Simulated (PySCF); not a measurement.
PySCF job for C4H7Cl, SMILES CC(C)=CCl, HF/pcSseg-1. Coordinates come from a PBE0-D3(BJ)/def2-SVP optimisation.

```python
import numpy as np
from pyscf import gto, scf, dft
from pyscf.prop.nmr import rhf as nmr

mol = gto.M(
    atom='''
    C     0.75012884    2.16388216    0.00000000
    C     0.02721894    0.85021617    0.00000000
    C    -1.46635502    0.90564198    0.00000000
    C     0.73280802   -0.28761432    0.00000000
    Cl    0.04130227   -1.87437302   -0.00000000
    H     1.84195804    2.03845973    0.00000000
    H     0.47221031    2.76116279    0.88477895
    H     0.47221032    2.76116279   -0.88477896
    H    -1.91374256   -0.09607986    0.00000000
    H    -1.83121565    1.45414031   -0.88449900
    H    -1.83121565    1.45414032    0.88449899
    H     1.82485187   -0.30140073    0.00000000
    ''',
    basis='pcSseg-1',
    charge=0,
    spin=0,
    max_memory=1600,
    verbose=3,
)
mf = scf.RHF(mol)
mf.conv_tol = 1e-10
mf.max_cycle = 100
mf.kernel()
n = nmr.NMR(mf)
n.verbose = 2
n.max_cycle_cphf = 60
sigma = n.kernel()
print('atom   isotropic/ppm   span/ppm')
for i, s in enumerate(sigma):
    w = np.linalg.eigvalsh((s + s.T) / 2)
    print(f'{mol.atom_symbol(i):2s}{i + 1:3d} {w.mean():14.3f} {w[2] - w[0]:11.3f}')
```

Program output:

```
converged SCF energy = -614.972136784712
atom   isotropic/ppm   span/ppm
C   1        168.222      35.864
C   2         45.348     254.771
C   3        173.424      27.927
C   4         67.610     161.719
Cl  5        852.245     334.037
H   6         29.848      10.032
H   7         29.958      10.111
H   8         29.958      10.111
H   9         28.917      10.632
H  10         30.256      10.667
H  11         30.256      10.667
H  12         25.941       8.610
```

The run converged.
